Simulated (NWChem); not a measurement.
System meant: BeH2Se; SMILES [BeH][SeH]

The following NWChem deck was run.

```
start job
memory heap 200 mb stack 900 mb global 1100 mb
geometry units angstroms noautosym nocenter noautoz
  Be     0.104834    -1.553191     0.000000
  H      0.048291    -2.878659     0.000000
  Se     0.223681     0.486062     0.000000
  H     -1.257425     0.579550     0.000000
end
basis spherical
  * library 6-31g*
end
dft
  xc xtpss03 ctpss03
  iterations 150
end
property
  shielding
end
task dft property
```

End of the output:

```
 Vector   23  Occ=0.000000D+00  E=-4.912114D-04
              MO Center= -2.8D-01,  1.1D-01,  3.4D-10, r^2= 3.8D+00
   Bfn.  Coefficient  Atom+Function         Bfn.  Coefficient  Atom+Function
  ----- ------------  ---------------      ----- ------------  ---------------
    50      1.149807  4 H  s                 31      0.865393  3 Se px
    30     -0.756325  3 Se s                  6      0.646320  1 Be s
    27      0.563186  3 Se px                 7     -0.392731  1 Be px
    26      0.357418  3 Se s                  8      0.344594  1 Be py
    23     -0.209391  3 Se px                32      0.184464  3 Se py

 center of mass
 --------------
 x =   0.36511858 y =   0.46314356 z =   0.00000000

 moments of inertia (a.u.)
 ------------------
         155.959838407656          -7.067088733215           0.000000000000
          -7.067088733215           8.162154671010           0.000000000000
           0.000000000000           0.000000000000         164.121993078665

     Multipole analysis of the density
     ---------------------------------

     L   x y z        total         alpha         beta         nuclear
     -   - - -        -----         -----         ----         -------
     0   0 0 0     -0.000000    -20.000000    -20.000000     40.000000

     1   1 0 0     -0.253391     -6.566273     -6.566273     12.879155
     1   0 1 0     -0.079704     -7.612206     -7.612206     15.144708
     1   0 0 1      0.000000      0.000000      0.000000      0.000000

     2   2 0 0    -16.713632    -14.300029    -14.300029     11.886426
     2   1 1 0     -0.816077     -4.296059     -4.296059      7.776041
     2   1 0 1      0.000000      0.000000      0.000000      0.000000
     2   0 2 0    -21.719691    -57.828051    -57.828051     93.936411
     2   0 1 1      0.000000      0.000000      0.000000      0.000000
     2   0 0 2    -19.860211     -9.930106     -9.930106      0.000000

          -----------------------------------------
          Chemical Shielding Tensors (GIAO, in ppm)
          -----------------------------------------

 ------------------------------------------------------------------------
  xtpss03: d2 not coded                    0
 ------------------------------------------------------------------------
 ------------------------------------------------------------------------
  current input line :
    19: task dft property
 ------------------------------------------------------------------------
 ------------------------------------------------------------------------
 This error has not yet been assigned to a category
 ------------------------------------------------------------------------
 For more information see the NWChem manual at https://nwchemgit.github.io

0: xtpss03: d2 not coded:Received an Error in Communication
```

Q: What is wrong, and how is it mended?

A: The run crashed. Cause: this functional's second derivatives, which shieldings need, aren't coded here; the fix takes a hybrid GGA instead. This input runs:
```
start job
memory heap 200 mb stack 900 mb global 1100 mb
geometry units angstroms noautosym nocenter noautoz
  Be     0.104834    -1.553191     0.000000
  H      0.048291    -2.878659     0.000000
  Se     0.223681     0.486062     0.000000
  H     -1.257425     0.579550     0.000000
end
basis spherical
  * library 6-31g*
end
dft
  xc pbe0
  iterations 150
end
property
  shielding
end
task dft property
```
It converges to -2416.90256 Ha (PBE0/6-31G* (spherical d), GIAO).
